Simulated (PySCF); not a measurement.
ClFH₈N₂Si₃.

```xyz
15

F      0.4429    -0.3995    -1.6951
Si     0.0575    -0.0658    -0.1560
Cl    -0.7071     1.8479    -0.1839
N     -1.1895    -1.0367     0.4771
Si    -2.8904    -0.6482     0.6878
N      1.5427    -0.2380     0.6619
Si     3.1398    -0.2918    -0.0669
H     -0.9255    -1.9912     0.7079
H     -3.5539    -1.9270     1.0798
H     -3.5013    -0.1354    -0.5718
H     -3.1018     0.3595     1.7678
H      1.5137    -0.2016     1.6762
H      4.1180    -0.1639     1.0533
H      3.3819    -1.5808    -0.7791
H      3.3334     0.8275    -1.0332
```
Charge 0, spin multiplicity 1.

The structure is a stationary point at PBE0-D3(BJ)/def2-SVP. One conformer was computed; it need not be the lowest.

All values below come from PBE/pcSseg-1 run with PySCF. Non-relativistic, no solvent.

Computed absolute GIAO shielding of each atom: isotropic value and principal components (ppm):
```json
[
 {"atom": "F1", "σ(iso)": "284.6", "σ11": "241.1", "σ22": "265.3", "σ33": "347.5", "span": "106.4"},
 {"atom": "Si2", "σ(iso)": "366.7", "σ11": "339.1", "σ22": "359.5", "σ33": "401.5", "span": "62.4"},
 {"atom": "Cl3", "σ(iso)": "864.1", "σ11": "773.1", "σ22": "809.0", "σ33": "1010.1", "span": "237.1"},
 {"atom": "N4", "σ(iso)": "228.4", "σ11": "200.2", "σ22": "204.3", "σ33": "280.8", "span": "80.6"},
 {"atom": "Si5", "σ(iso)": "390.7", "σ11": "344.0", "σ22": "376.4", "σ33": "451.7", "span": "107.7"},
 {"atom": "N6", "σ(iso)": "232.9", "σ11": "208.7", "σ22": "211.7", "σ33": "278.2", "span": "69.4"},
 {"atom": "Si7", "σ(iso)": "389.8", "σ11": "342.4", "σ22": "374.8", "σ33": "452.2", "span": "109.7"},
 {"atom": "H8", "σ(iso)": "30.5", "σ11": "21.9", "σ22": "28.3", "σ33": "41.5", "span": "19.6"},
 {"atom": "H9", "σ(iso)": "26.6", "σ11": "23.2", "σ22": "24.5", "σ33": "31.9", "span": "8.7"},
 {"atom": "H10", "σ(iso)": "26.3", "σ11": "22.6", "σ22": "24.8", "σ33": "31.5", "span": "8.9"},
 {"atom": "H11", "σ(iso)": "26.4", "σ11": "22.7", "σ22": "24.9", "σ33": "31.7", "span": "9.0"},
 {"atom": "H12", "σ(iso)": "30.8", "σ11": "22.5", "σ22": "28.9", "σ33": "40.9", "span": "18.4"},
 {"atom": "H13", "σ(iso)": "26.6", "σ11": "23.2", "σ22": "24.6", "σ33": "31.9", "span": "8.6"},
 {"atom": "H14", "σ(iso)": "26.4", "σ11": "22.4", "σ22": "24.7", "σ33": "32.0", "span": "9.5"},
 {"atom": "H15", "σ(iso)": "26.3", "σ11": "22.3", "σ22": "25.2", "σ33": "31.3", "span": "9.0"}
]
```
